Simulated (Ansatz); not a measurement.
`[BH2][SnH2][CH2]F` + `S[CH2][GeH3]` → `BS[CH2][GeH3]` + `F[CH2][SnH3]`  (cleavage of the B–Sn bond)

Calculated with Ansatz (gas phase, PBE0-D4/def2-TZVP geometries, no zero-point term in ΔE). CCSD(T)/CBS adds triple-zeta CCSD(T) − MP2 to the extrapolated MP2 energy (def2 sets, frozen cores). Elements past krypton have def2 core potentials. For Ge, Sn outer-core shells are correlated without core-valence functions, which leaves a few kJ/mol of doubt a bond. Scalar relativity is left out up to krypton. One conformer a species, not always the lowest.

```json
{"species": "`[BH2][SnH2][CH2]F`", "SCS-MP2/def2-TZVPP energy (Eh)": "-379.66233"}
{"species": "`S[CH2][GeH3]`", "SCS-MP2/def2-TZVPP energy (Eh)": "-2514.89129"}
{"species": "`BS[CH2][GeH3]`", "SCS-MP2/def2-TZVPP energy (Eh)": "-2540.28119"}
{"species": "`F[CH2][SnH3]`", "SCS-MP2/def2-TZVPP energy (Eh)": "-354.31762"}
```

**Question.** Work out ΔE.

**Answer.** ΔE = (-2540.28119) + (-354.31762) − (-379.66233) − (-2514.89129) = -0.04519 Eh = -118.6 kJ/mol. CCSD(T)/CBS gives -117.0 kJ/mol.

Largest T1 diagnostic among the species: 0.013.

In def2-TZVPP, CCSD(T) changes the Hartree–Fock value by −11.6 kJ/mol (the triples alone add −4.5 kJ/mol) and MP2 by −15.2 kJ/mol. From PBE to PBE0 (25 % exact exchange), in def2-TZVPP and without D4, ΔE moves by +3.7 kJ/mol.
